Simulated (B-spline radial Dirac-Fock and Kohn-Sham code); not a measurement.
Run log: Ni⁺

ΔSCF core binding energies without Breit or QED terms, calculated with a radial B-spline solver. Keys: rel is the Hamiltonian (dirac, or spin-free x2c and nr, where L3 and M5 stand for the whole 2p and 3d shells), method is hf or an exchange,correlation pair (spin-unpolarised, also for the hole states), nuc the nuclear model, radius_factor scales its radius, rmax is the box in bohr, h the logarithmic mesh step, order the B-spline order, points the quadrature points per cell, c_factor scales the speed of light, and damp, ndamp, maxit and tol steer the iteration. The run stops when the commutator error falls below 10·tol·max(1, Z/10), or the numerical noise floor, and the energy has settled to about 1e-8 Ha; the virial ratio is −V/T.

Input (task.json):

```json
{"items": [{"Z": 28, "q": 1, "cfg": [[1, 0, 2], [2, 0, 2], [2, 1, 6], [3, 0, 2], [3, 1, 6], [3, 2, 9]], "A": 58, "rrms": 3.7757, "do": "settings", "holes": ["K", "L3", "M5"],
  "settings": [{"rel": "dirac", "method": "hf", "nuc": "fermi", "radius_factor": 1.0, "rmax": 45.0, "h": 0.3, "order": 3, "points": 10, "c_factor": 1.0, "maxit": 58, "damp": 0.5, "ndamp": 3, "tol": 1e-08}]}]}
```

Command: `python xray2_run.py task.json out`

Ground-state iterations:

```
iter   energy (Ha)        error
   1    -1515.65502599  1.00e+00
   2    -1515.62807919  4.86e-01
   3    -1518.93222459  1.92e-02
   4    -1518.93915543  1.37e-02
   5    -1518.94020298  2.21e-03
   6    -1518.94024677  2.66e-03
   7    -1518.94034580  3.10e-04
   8    -1518.94034785  1.32e-05
   9    -1518.94034788  3.23e-06
  10    -1518.94034788  8.10e-07
```

The ground state converged in 10 iterations, with total energy -1518.94035 Ha, virial ratio 1.98352 and highest orbital energy -20.66 eV. ΔSCF binding energies: K (1s) 8362.2 eV, L3 (2p3/2) 871.3 eV. Holes are computed only in closed shells, and unreliable hole states are left out.

Question: One setting is unsound. Which, and why?

Answer: order is too low for an accurate radial basis. With the default settings (Dirac Hartree-Fock): The ground state converged in 11 iterations, with total energy -1519.06167 Ha, virial ratio 1.98352 and highest orbital energy -20.64 eV. ΔSCF binding energies: K (1s) 8362.5 eV, L3 (2p3/2) 871.3 eV. Holes are computed only in closed shells, and unreliable hole states are left out.
